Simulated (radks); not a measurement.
Spherical quantum dot in the effective-mass picture: electrons in a hard-walled sphere of radius 3.4, with a point charge +2 (a donor) at the centre, all in effective atomic units (hartree* = m*/eps^2 hartree, bohr* = eps/m* bohr), one dielectric constant everywhere. Method: non-relativistic Kohn-Sham, LDA (Slater exchange, Perdew-Wang correlation), spin-polarised, spherical densities; computed with a radial shooting solver with Libxc functionals. Levels are named by radial order and angular momentum (1s, 1p, 1d, 2s, ...), and open shells are averaged over m. Results are scaled to m* = 0.531 and eps = 9.4, for which hartree* = 163.5 meV and bohr* = 0.9368 nm.

N = 36, configuration 1s2 1p6 1d10 2s2 1f14 1g(up 2, down 0). This is the lowest configuration that the search found. Occupied and some empty levels:

| level | occupation | eigenvalue (meV) | <r> (nm) |
|---|---|---|---|
| 1s up | 1 | 2113.7 | 2.023 |
| 1s down | 1 | 2116.4 | 2.009 |
| 1p up | 3 | 2156.0 | 2.269 |
| 1p down | 3 | 2159.2 | 2.266 |
| 1d up | 5 | 2217.5 | 2.339 |
| 1d down | 5 | 2220.9 | 2.338 |
| 2s up | 1 | 2238.1 | 1.080 |
| 2s down | 1 | 2238.9 | 1.091 |
| 1f up | 7 | 2301.7 | 2.394 |
| 1f down | 7 | 2305.2 | 2.393 |
| 1g up | 2 | 2407.2 | 2.440 |
| 1g down | 0 | 2410.8 | 2.440 |
| 2p up | 0 | 2476.2 | 1.574 |
| 2p down | 0 | 2477.4 | 1.573 |
| 1h up | 0 | 2533.0 | 2.480 |
| 1h down | 0 | 2536.6 | 2.479 |
| 3s up | 0 | 2558.1 | 1.566 |
| 3s down | 0 | 2559.5 | 1.567 |
| 2d up | 0 | 2636.6 | 1.787 |
| 2d down | 0 | 2638.1 | 1.786 |

Energy (meV): total 42070.2, kinetic 11229, external -5751.4, Hartree 39847, exchange-correlation -3254.1.

Electron density:

| r (nm) | n(r) (e/nm^3) |
|---|---|
| 0.172 | 2.361 |
| 0.331 | 1.247 |
| 0.489 | 0.6779 |
| 0.647 | 0.3812 |
| 0.806 | 0.2253 |
| 0.964 | 0.1465 |
| 1.12 | 0.1137 |
| 1.28 | 0.1122 |
| 1.44 | 0.1359 |
| 1.60 | 0.1818 |
| 1.76 | 0.2476 |
| 1.91 | 0.3275 |
| 2.07 | 0.4097 |
| 2.23 | 0.4742 |
| 2.39 | 0.4950 |
| 2.55 | 0.4491 |
| 2.71 | 0.3334 |
| 2.86 | 0.1799 |
| 3.02 | 0.04958 |
| 3.18 | 0.00009946 |
